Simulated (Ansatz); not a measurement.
CF2 (SMILES F[C]F), charge 0, multiplicity 1, relaxed at each level with Ansatz (a first-principles code); harmonic frequencies from differences of analytic forces, average atomic masses, frozen cores.

| level | harmonic frequencies (cm⁻¹) | ZPE (eV) | cost over PBE/def2-TZVPP (rough) |
|---|---|---|---|
| PBE/def2-TZVPP | 639 1056 1170 | 0.178 | ×1 |
| r2SCAN/def2-TZVPP | 669 1095 1218 | 0.185 | ×1 |
| PBE0/def2-TZVPP | 681 1159 1261 | 0.192 | ×1 |
| wB97X-V/def2-TZVPP | 677 1154 1260 | 0.192 | ×2 |
| MP2/cc-pVTZ | 681 1166 1271 | 0.193 | ×2 |
| CCSD(T)/cc-pVQZ | 674 1146 1250 | 0.190 | ×200 |

Measured: fundamentals as far as tabulated 1225, 667, 1114 cm⁻¹ [NIST CCCBDB]. Measured modes stand in the spectroscopists' order.

Doubts at one or more of the structures used: a restricted determinant that unrestricted orbitals would lower (MP2/cc-pVTZ, CCSD(T)/cc-pVQZ).
